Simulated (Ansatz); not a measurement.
Calculation: frozen-core CCSD(T)/cc-pVTZ // B3LYP-D3(BJ)/def2-TZVP run with Ansatz (a quantum-chemistry and plane-wave program).

Ansatz 0.2 input:
```yaml
crystal:
  periodic: [false, false, false]
  atoms:
    - { symbol: C, position_ang: [1.915921, 0.639145, 0.239884] }
    - { symbol: C, position_ang: [0.648522, -0.060801, -0.033024] }
    - { symbol: C, position_ang: [-0.639371, -0.121599, -0.042261] }
    - { symbol: C, position_ang: [-1.970845, 0.45566, 0.212009] }
    - { symbol: C, position_ang: [0.067606, -1.347597, -0.556235] }
    - { symbol: H, position_ang: [1.74383, 1.634574, 0.652259] }
    - { symbol: H, position_ang: [2.505135, 0.739794, -0.675919] }
    - { symbol: H, position_ang: [2.525087, 0.070475, 0.948073] }
    - { symbol: H, position_ang: [-2.553753, 0.500978, -0.712201] }
    - { symbol: H, position_ang: [-2.533806, -0.168343, 0.91179] }
    - { symbol: H, position_ang: [-1.899208, 1.462595, 0.626133] }
    - { symbol: H, position_ang: [0.105797, -2.249884, 0.057756] }
    - { symbol: H, position_ang: [0.085085, -1.554999, -1.628263] }
basis:
  gaussian: { orbitals: cc-pVTZ }
correlation:
  method: ccsd_t
```

Output:

```
Functional definition: HF
1470 factors; integrals over basis functions are off by at most 9.7e-4 eV
mean field evaluation 1: about -5274.6942 eV, gradient 3.5e1 eV
mean field evaluation 2: about -5274.9883 eV, gradient 3.5e1 eV
mean field evaluation 4: about -5278.3989 eV, gradient 3.7e0 eV
mean field evaluation 8: about -5278.4464 eV, gradient 1.8e-1 eV
mean field evaluation 16: about -5277.7135 eV, gradient 1.2e1 eV
mean field -5278.44652811 eV, -193.9793320484 hartree, gradient 1.7e-6 eV, S^2 0.000000; 0 other end points of the search recorded, 0 dependent functions left out
5 core orbitals not correlated
reference -5278.44652811 eV, -193.9793320484 hartree; 14, 14 occupied and 243, 243 virtual orbitals, 1470 factors
second order -22.71195065 eV of doubles, -0.00000000 eV of singles
cycle   1  -23.12365237 eV  change   -4.1e-1 eV  update   9.6e-2
cycle   2  -23.70361004 eV  change   -5.8e-1 eV  update   2.8e-2
cycle   3  -23.80156967 eV  change   -9.8e-2 eV  update   1.2e-2
cycle   4  -23.79975844 eV  change    1.8e-3 eV  update   2.9e-3
cycle   5  -23.80127268 eV  change   -1.5e-3 eV  update   1.0e-3
cycle   6  -23.80140461 eV  change   -1.3e-4 eV  update   2.5e-4
cycle   7  -23.80135422 eV  change    5.0e-5 eV  update   6.9e-5
cycle   8  -23.80136768 eV  change   -1.3e-5 eV  update   2.0e-5
perturbative correction -1.06690802 eV, -0.0392081467 hartree
Total energy: -5303.31480382 eV, -194.8932243244 hartree
```

Cost: about 100 core-seconds (a rough figure).
